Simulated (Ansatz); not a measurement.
Al(GeH3)(H)(Me) (CH7AlGe), SMILES [CH3][AlH][GeH3]. Atoms are numbered in the order given.

```xyz
10

Al    -1.2553     0.2979    -0.4359
Ge     0.8502    -0.6379     0.4829
H      1.2427    -1.9638    -0.2094
H      2.0641     0.3076     0.3446
H      0.7214    -0.9715     1.9875
H     -2.5703    -0.6036    -0.3690
C     -1.3601     2.0830    -1.2297
H     -2.1039     2.6987    -0.6942
H     -1.7133     2.0188    -2.2739
H     -0.4037     2.6273    -1.2277
```

Coordinates come from a PBE0-D3(BJ)/def2-SVP optimisation. The structure was generated by enumeration; whether it is a known compound was not checked.

Two levels are set side by side: PBE-D3(BJ)/def2-SVP (Ansatz, an electronic-structure program) and PBE0-D3(BJ)/def2-SVP (Ansatz). Each level has its own optimised geometry; the coordinates shown are those of the second. Differences are taken from unrounded values.

```tsv
quantity	PBE0-D3(BJ)
mean bond length (Å)	1.553
bond Al1–Ge2 (Å)	2.481
bond Al1–C7 (Å)	1.956
bond Al1–H6 (Å)	1.596
bond Ge2–H3 (Å)	1.546
bond Ge2–H4 (Å)	1.545
bond Ge2–H5 (Å)	1.547
bond C7–H8 (Å)	1.104
bond C7–H9 (Å)	1.104
bond C7–H10 (Å)	1.100
```

### Question
What does PBE-D3(BJ) give, and how far is it from PBE0-D3(BJ)? (An estimate is asked for; the answer gives what the named calculation found.)

### Answer

```tsv
quantity	PBE-D3(BJ)	PBE-D3(BJ) minus PBE0-D3(BJ)
mean bond length (Å)	1.563	0.010
bond Al1–Ge2 (Å)	2.488	0.007
bond Al1–C7 (Å)	1.967	0.010
bond Al1–H6 (Å)	1.607	0.011
bond Ge2–H3 (Å)	1.559	0.012
bond Ge2–H4 (Å)	1.557	0.012
bond Ge2–H5 (Å)	1.559	0.012
bond C7–H8 (Å)	1.112	0.008
bond C7–H9 (Å)	1.112	0.008
bond C7–H10 (Å)	1.108	0.008
```

GGA bonds tend to be longer and softer than those of functionals with exact exchange. Differences between two approximate levels are no errors against the true value.
